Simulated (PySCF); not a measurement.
A series of related molecules.

All values: B3LYP/def2-SVPD (PySCF) at GFN2-xTB geometries, gas phase, one conformer each. Core orbitals are frozen in the response; Δα² is half the sum of the squared differences of the principal polarisabilities.

Question: Rank by dipole moment, highest first.
A. `[O:1]=[C:2]=[C:3]([CH2:4][Cl:5])[SiH2:6][CH:7]=[O:8]` with C2–C3–C4–Cl5 106°, C2–C3–Si6–C7 145°, C3–Si6–C7–O8 -5°
B. `[O:1]=[C:2]=[C:3]([CH:4]=[O:5])[CH2:6][SiH2:7][Cl:8]` with C2–C3–C4–O5 180°, C2–C3–C6–Si7 180°, C3–C6–Si7–Cl8 180°
C. `[O:1]=[C:2]=[C:3]([CH:4]=[O:5])[SiH2:6][CH2:7][Cl:8]` with C2–C3–C4–O5 179°, C2–C3–Si6–C7 1°, C3–Si6–C7–Cl8 -59°
D. `[O:1]=[C:2]=[C:3]([CH:4]=[O:5])[SiH2:6][Cl:7]` with C2–C3–C4–O5 180°, C2–C3–Si6–Cl7 107°

Answer: B (4.35 D), D (2.01 D), A (1.69 D), C (1.50 D).

Question: Rank by mean static polarisability, lowest first.
A. `O=C=C(C=O)[SiH2]Cl`
B. `O=C=C(C=O)C[SiH2]Cl`
C. `O=C=C([SiH2]CCl)C=O`
D. `O=C=C(CCl)[SiH2]C=O`

Answer: A (12.03 Å³), C (13.82 Å³), D (14.07 Å³), B (14.29 Å³).

Question: Rank by HOMO–LUMO gap, highest first.
A. `O=C=C(CCl)[SiH2]C=O`
B. `O=C=C(C=O)C[SiH2]Cl`
C. `O=C=C(C=O)[SiH2]Cl`

Answer: C (5.62 eV), B (5.30 eV), A (4.82 eV).

All values together:

| SMILES | formula | μ (D) | HOMO (eV) | LUMO (eV) | α (Å³) | Δα (Å³) | electrons | α per electron (Å³) |
| --- | --- | --- | --- | --- | --- | --- | --- | --- |
| O=C=C(C=O)[SiH2]CCl | C4H5ClO2Si | 1.50 | -7.74 | -2.11 | 13.82 | 5.91 | 76 | 0.182 |
| O=C=C(C=O)[SiH2]Cl | C3H3ClO2Si | 2.01 | -7.84 | -2.22 | 12.03 | 5.35 | 68 | 0.177 |
| O=C=C(C=O)C[SiH2]Cl | C4H5ClO2Si | 4.35 | -7.83 | -2.53 | 14.29 | 8.46 | 76 | 0.188 |
| O=C=C(CCl)[SiH2]C=O | C4H5ClO2Si | 1.69 | -7.06 | -2.25 | 14.07 | 4.34 | 76 | 0.185 |

Conformers: `[O:1]=[C:2]=[C:3]([CH:4]=[O:5])[SiH2:6][CH2:7][Cl:8]` with C2–C3–C4–O5 179°, C2–C3–Si6–C7 1°, C3–Si6–C7–Cl8 -59°; `[O:1]=[C:2]=[C:3]([CH:4]=[O:5])[SiH2:6][Cl:7]` with C2–C3–C4–O5 180°, C2–C3–Si6–Cl7 107°; `[O:1]=[C:2]=[C:3]([CH:4]=[O:5])[CH2:6][SiH2:7][Cl:8]` with C2–C3–C4–O5 180°, C2–C3–C6–Si7 180°, C3–C6–Si7–Cl8 180°; `[O:1]=[C:2]=[C:3]([CH2:4][Cl:5])[SiH2:6][CH:7]=[O:8]` with C2–C3–C4–Cl5 106°, C2–C3–Si6–C7 145°, C3–Si6–C7–O8 -5°.
